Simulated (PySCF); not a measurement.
Geometry:
```json
{"atom": "C1", "x (Å)": "-0.102", "y (Å)": "2.533", "z (Å)": "0.809"}
{"atom": "C2", "x (Å)": "-0.786", "y (Å)": "1.437", "z (Å)": "0.498"}
{"atom": "C3", "x (Å)": "-0.179", "y (Å)": "0.142", "z (Å)": "0.229"}
{"atom": "C4", "x (Å)": "-0.977", "y (Å)": "-0.995", "z (Å)": "-0.223"}
{"atom": "C5", "x (Å)": "-2.235", "y (Å)": "-0.969", "z (Å)": "-0.647"}
{"atom": "N6", "x (Å)": "1.092", "y (Å)": "0.030", "z (Å)": "0.395"}
{"atom": "N7", "x (Å)": "1.859", "y (Å)": "-0.972", "z (Å)": "0.417"}
{"atom": "C8", "x (Å)": "2.683", "y (Å)": "-1.446", "z (Å)": "-0.412"}
{"atom": "H9", "x (Å)": "0.972", "y (Å)": "2.518", "z (Å)": "0.878"}
{"atom": "H10", "x (Å)": "-0.592", "y (Å)": "3.470", "z (Å)": "1.007"}
{"atom": "H11", "x (Å)": "-1.863", "y (Å)": "1.472", "z (Å)": "0.436"}
{"atom": "H12", "x (Å)": "-0.438", "y (Å)": "-1.936", "z (Å)": "-0.214"}
{"atom": "H13", "x (Å)": "-2.731", "y (Å)": "-1.870", "z (Å)": "-0.968"}
{"atom": "H14", "x (Å)": "-2.817", "y (Å)": "-0.066", "z (Å)": "-0.703"}
{"atom": "H15", "x (Å)": "3.350", "y (Å)": "-2.218", "z (Å)": "-0.067"}
{"atom": "H16", "x (Å)": "2.757", "y (Å)": "-1.121", "z (Å)": "-1.446"}
```

Level of theory: GFN2-xTB geometry, PBE0/pcSseg-1 with gauge-including orbitals, in PySCF (non-relativistic Hamiltonian, single conformer, gas phase).

δ = σ(ref) − σ, references computed at the same level: TMS for 13C and 1H; 15N vs NH3.

```
atoms  nucleus  count  δ (ppm)
   C1      13C      1        ?
  H10       1H      1     5.78
   C2      13C      1        ?
  H15       1H      1     6.14
   N6      15N      1        ?
  H16       1H      1     6.28
   H9       1H      1     6.46
   C4      13C      1        ?
   N7      15N      1    411.3
  H13       1H      1     5.68
   C5      13C      1    123.0
   C8      13C      1    112.5
  H14       1H      1     5.79
   C3      13C      1    126.4
  H11       1H      1     6.70
  H12       1H      1        ?
```

Estimate the values marked ?.

## Answers


- C4: 134.6 ppm, alkene CH; an sp2 carbon of a C=C bond
- C2: 133.7 ppm, alkene CH; as expected for a trigonal carbon in a double bond
- C1: 126.5 ppm, terminal =CH2 carbon; an sp2 carbon of a C=C bond
- H12: 6.36 ppm, hydrogen on an alkene CH; olefinic region
- N6: 370.6 ppm, imine nitrogen

Shifts are as computed. Against solution values, carbons near 30 ppm lie about +3 ppm off and those near 130 ppm about +5 ppm. Of 1211 compounds with measured shifts, 218 miss one by over three times the rms of a fit or turn the order of signals round; such compounds aren't used in these exercises. Experimental scales use liquid or dissolved standards, which lie at an offset from isolated NH3 (liquid NH3: subtract about 20 ppm). Unscaled 15N shifts of sp2 nitrogen come out 20 to 40 ppm too high even then.
